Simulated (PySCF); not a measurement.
## Nuclear quadrupole coupling in `[SiH3][SiH]([SiH3])c1ccco1`

Compound: C4H10OSi3.
Structure used (PBE0-D3(BJ)/def2-SVP), in Å, numbered top down from 1:
```xyz
18
C4H10OSi3 angstrom
Si    -1.7054    2.3259   -0.4386
Si    -1.1388    0.0542   -0.5996
Si    -2.3419   -1.1853    0.9892
C      0.6940   -0.1631   -0.2953
C      1.7292   -0.6401   -1.0592
C      2.9090   -0.5445   -0.2615
C      2.5068   -0.0171    0.9302
O      1.1827    0.2138    0.9212
H     -0.9495    3.1346   -1.4440
H     -1.3715    2.8207    0.9324
H     -3.1724    2.5106   -0.6694
H     -1.4128   -0.4545   -1.9799
H     -3.8137   -1.0295    0.7688
H     -1.9880   -2.6358    0.9057
H     -2.0072   -0.6826    2.3571
H      1.6507   -1.0160   -2.0773
H      3.9222   -0.8300   -0.5360
H      3.0341    0.2394    1.8459
```

Field gradients from the PBE0/pcSseg-1 density (PySCF, non-relativistic), principal values in atomic units, ordered |Vxx| ≤ |Vyy| ≤ |Vzz|:

| atom | Vxx | Vyy | Vzz |
| --- | --- | --- | --- |
| O8 | -0.7140 | -0.7405 | 1.4545 |

Task: Find the asymmetry η = (Vxx − Vyy)/Vzz and the couplings χ = eQV/h (234.96 MHz × Q in barn × V in au), with Q(17O) = −0.0256 b.

Result: 
```json
{"atom": "O8", "environment": "furan-type oxygen", "nucleus": "17O", "η": "0.02", "χzz (MHz)": "-8.75", "χxx (MHz)": "4.29", "χyy (MHz)": "4.45"}
```

The gradient is axial or nearly so (η below 0.05) at O8. The tensor is traceless: Vxx + Vyy + Vzz = 0.

Task: What is Vzz at O8 in SI units (1 au = 9.71736 × 10²¹ V/m²)?

Result: 1.4545 au = 14.134 × 10²¹ V/m².

Task: And the gradient at the other heavy atoms, for which no coupling is worked out here?

Result: 
```
atom                        environment  Vzz (au)     η
 Si1                       SiH3 silicon     0.045  0.51
 Si2                        SiH silicon     0.113  0.42
 Si3                       SiH3 silicon     0.046  0.49
  C4        substituted aromatic carbon    -0.353  0.88
  C5                 aromatic CH carbon     0.219  0.30
  C6                 aromatic CH carbon     0.188  0.30
  C7  aromatic CH next to a ring oxygen    -0.330  0.73
```

Task: What couplings would deuterons (Q(2H) = 0.00286 b) have in place of the hydrogens, at this geometry?

Result: 
```tsv
atom	bonded to	bond length (Å)	Vzz (au)	η	χzz (kHz)
H9	Si1	1.495	0.1415	0.01	95
H10	Si1	1.495	0.1413	0.01	95
H11	Si1	1.497	0.1404	0.01	94
H12	Si2	1.496	0.1419	0.04	95
H13	Si3	1.496	0.1406	0.01	94
H14	Si3	1.495	0.1416	0.01	95
H15	Si3	1.495	0.1413	0.01	95
H16	C5	1.088	0.3155	0.07	212
H17	C6	1.088	0.3171	0.07	213
H18	C7	1.087	0.3111	0.11	209
```

The structure is a single PBE0-D3(BJ)/def2-SVP conformer in the gas phase; no vibrational or solvent corrections. The basis is small and wasn't made for field gradients, so the couplings can be 20 % off.
